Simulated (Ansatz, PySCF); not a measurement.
The pair A = H2S (SMILES S) (first 3 atoms), B = AsH3 (SMILES [AsH3]); geometry from B3LYP-D3(BJ)/def2-TZVP.
(charge 0, multiplicity 1):
```xyz
7

S     -0.280     0.379     0.356
H     -0.425    -0.956     0.347
H      1.006     0.291     0.732
As    -0.040    -0.637     3.978
H     -1.509    -0.878     3.659
H     -0.247     0.868     4.083
H     -0.266    -0.837     5.475
```

Frozen-core correlation. Filled d and f shells under p-block atoms count as core. CBS: X⁻³ extrapolation of the correlation energy, Hartree–Fock from the larger set. MP2 and its Hartree–Fock in def2-QZVPPD are density fitted.

Programs: Ansatz (a quantum-chemistry and plane-wave program) with Gaussian orbitals; PySCF for the dispersion terms. Each number belongs to the level named beside it.

The monomers are drawn apart, rigid, along the line of their centres of mass. Counterpoise-corrected interaction energies (kcal/mol):

```json
[
 {"level": "PBE/def2-TZVPPD", "R = 5.264 Å": "-0.2498", "R = 6.771 Å": "-0.0525"},
 {"level": "PBE-D3(BJ)/def2-TZVPPD", "R = 5.264 Å": "-0.4782", "R = 6.771 Å": "-0.1032"},
 {"level": "wB97M-V/def2-TZVPPD", "R = 5.264 Å": "-0.3698", "R = 6.771 Å": "-0.0889"},
 {"level": "MP2/CBS(def2-TZVPPD, def2-QZVPPD) + ΔCCSD(T)/def2-TZVPPD", "R = 5.264 Å": "-0.3750", "R = 6.771 Å": "-0.0947"}
]
```

Question: R is the distance of the centres of mass. Find the local exponent m of E ∝ R⁻ᵐ between the two points.

Answer: 
m = ln(E₁/E₂)/ln(R₂/R₁): PBE/def2-TZVPPD 6.2; PBE-D3(BJ)/def2-TZVPPD 6.1; wB97M-V/def2-TZVPPD 5.7; MP2/CBS(def2-TZVPPD, def2-QZVPPD) + ΔCCSD(T)/def2-TZVPPD 5.5. For scale, two fixed dipoles give m = 3, dipole and quadrupole 4, quadrupoles 5, and dispersion or dipole-induced dipole 6 at long range; at these distances several terms mix, and what is left of overlap and damping shifts m, so it need not match one of them.
